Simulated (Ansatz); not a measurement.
The same molecule with X = C, Si, Ge. Ansatz, PBE0-D4/def2-TZVP geometries, multiplicity 1.

Elements past krypton have def2 core potentials. Scalar relativity is left out up to krypton.

```json
{"X": "Si", "molecule": "`F[Si](Cl)(Cl)I`", "mean X–Cl bond length / Å": "2.020", "mean X–F bond length / Å": "1.579", "mean X–I bond length / Å": "2.401", "zero-point energy (PBE0-D4/def2-TZVP) / kJ/mol": "20.5", "size of the dipole moment (PBE/def2-TZVPP) / D": "0.78", "HOMO energy (PBE/def2-TZVPP) / eV": "-7.13"}
{"X": "Ge", "molecule": "`[F][Ge]([Cl])([Cl])[I]`", "mean X–Cl bond length / Å": "2.116", "mean X–F bond length / Å": "1.717", "mean X–I bond length / Å": "2.466", "zero-point energy (PBE0-D4/def2-TZVP) / kJ/mol": "15.9", "size of the dipole moment (PBE/def2-TZVPP) / D": "1.50", "HOMO energy (PBE/def2-TZVPP) / eV": "-7.34"}
```

Q: Give the row for X = C, `FC(Cl)(Cl)I`. (An estimate is asked.)

A: Computed: 
```tsv
X	molecule	mean X–Cl bond length / Å	mean X–F bond length / Å	mean X–I bond length / Å	zero-point energy (PBE0-D4/def2-TZVP) / kJ/mol	size of the dipole moment (PBE/def2-TZVPP) / D	HOMO energy (PBE/def2-TZVPP) / eV
C	`FC(Cl)(Cl)I`	1.757	1.335	2.159	27.2	0.42	-6.73
```

From C to Ge the mean X–Cl bond length rises at each step, by 0.359 Å in all; the mean X–F bond length rises at each step, by 0.382 Å in all; the mean X–I bond length rises at each step, by 0.307 Å in all; the zero-point energy (PBE0-D4/def2-TZVP) falls at each step, by 11.3 kJ/mol in all; the HOMO energy (PBE/def2-TZVPP) falls at each step, by 0.61 eV in all. Bonds lengthen as the atom grows down the group. Dipoles are sizes alone, and their direction can turn along the series.

Spin–orbit coupling is left out; it splits and shifts lone-pair levels of the heavy atoms by tenths of an eV.
